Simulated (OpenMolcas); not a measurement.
Tm3+: moving or changing the point charges

Tm3+ among 6 point charges of -0.5 e arranged as a tetragonal octahedron (D4h), 2.51 Å from the ion, with the axial distance 2.309 Å.

* Program: OpenMolcas
* Method: SS-CASPT2, IPEA 0.25 Eh, imaginary shift 0.1 Eh (closed shells correlated: 5s 5p)
* Basis: ANO-RCC-VDZP [7s6p4d2f1g]
* Scalar Hamiltonian: DKH2, point nucleus
* Active space: 12 electrons in 7 orbitals (4f)
* State averaging: 2S+1 = 3 even, 21 roots; 2S+1 = 1 even, 27 roots kept (CI in the orbitals of an earlier block)
* Spin-orbit coupling: RASSI with atomic mean-field integrals over the reference wave functions

Runs around this geometry, states (labels of D4, the rotations of D4h). Energies in cm-1 above the lowest state or level, χT in cm3 K/mol.

| R (Å) | q (e) | Ground state | First state of that spin | First gap with spin-orbit (degeneracies) | Width of lowest J | χT at 300 K |
| --- | --- | --- | --- | --- | --- | --- |
| 2.51 | -0.25 | 3E | 3E 44 | 4 (1, 1) | 60 | 7.138 |
| 2.51 | -0.5 | 3E | 3E 31 | 10 (1, 1) | 135 | 7.132 |
| 2.68 | -0.5 | 3E | 3E 43 | 2 (1, 1) | 129 | 7.127 |
| 2.95 | -0.5 | 3E | 3E 52 | 8 (1, 1) | 63 | 7.138 |

Taking the width of the lowest J multiplet as R^-n, n = -ln(63 / 135) / ln(2.95 / 2.51) = 4.7 between the shortest and longest distance.

Scaling the charges by -0.25 / -0.5 = 0.50 scales the width of the lowest J multiplet by 60 / 135 = 0.44; with fixed orbitals a first-order splitting would follow the charge.

Roots that are degenerate in the reference are averaged as groups; the widest CASPT2 spread within a group is 61 cm-1 (the 3-fold group of multiplicity 1 near 9480 cm-1 above the lowest state of its run, R = 2.95, q = -0.5). Shifts and gaps below about the spread of the groups concerned are not significant. This is an electrostatic model: the charges have no orbitals. A group larger than the point group allows holds several states that coincide in this model. No measured value stands beside these numbers.
